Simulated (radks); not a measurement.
The numbers below are computed, except where a source is named.
Q: All-electron atom: the sulfur ion S6+ in [Ne] (the NIST ground configuration). Code: a radial shooting solver on a logarithmic mesh with Libxc functionals. Model: scalar-relativistic Kohn-Sham, PBE, spin-unpolarised, spherical densities, point nucleus. Some entries of the table are withheld. Estimate them.

orbital,occ.,eigenvalue (eV),<r> (bohr)
1s,2,(1),0.09684
2s,2,-312.8558,(2)
2p,6,(3),(4)

A: 
(1) 1s eigenvalue (eV): -2512.827
(2) 2s <r> (bohr): 0.4743
(3) 2p eigenvalue (eV): -258.1650
(4) 2p <r> (bohr): 0.4356
